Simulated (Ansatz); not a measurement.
`P[SiH2][AlH][Cl]`, relaxed with RKS PBE0-D4/def2-TZVP in Ansatz 0.2.0 from a PBE-D4/def2-SVP geometry. The force threshold is 0.005 eV/Å; the program also tests the step.

Total charge 0; spin multiplicity 1.

Start:

```xyz
9

P     0.219    0.546   -2.044
Si    1.076    0.347    0.088
Al   -0.666   -0.724    1.403
Cl   -2.145    0.544    2.259
H    -0.297   -0.802   -2.088
H    -1.042    1.093   -1.605
H     2.347   -0.451   -0.048
H     1.436    1.742    0.528
H    -0.928   -2.296    1.509
```

```csv
step,energy (eV),largest force (eV/Å),largest move (Å)
1,-36356.3921,0.429,0.000
2,-36356.4161,0.148,0.026
3,-36356.4179,0.031,0.014
4,-36356.4182,0.024,0.012
5,-36356.4183,0.059,0.088
6,-36356.4189,0.027,0.023
7,-36356.4192,0.024,0.028
8,-36356.4194,0.019,0.058
9,-36356.4195,0.012,0.015
10,-36356.4196,0.009,0.017
11,-36356.4197,0.021,0.048
12,-36356.4197,0.020,0.032
13,-36356.4198,0.020,0.027
14,-36356.4198,0.012,0.004
15,-36356.4199,0.003,0.002
16,-36356.4199,0.002,0.006
```

End:

```xyz
9

P     0.208    0.630   -2.029
Si    1.054    0.306    0.057
Al   -0.655   -0.748    1.428
Cl   -2.222    0.517    2.044
H    -0.286   -0.698   -2.164
H    -1.039    1.135   -1.567
H     2.288   -0.511   -0.112
H     1.454    1.650    0.559
H    -0.802   -2.282    1.782
```

It took 31 s on 2 threads of an AMD EPYC 9B45 on a shared host, with 0.5 GiB of host memory at the peak.
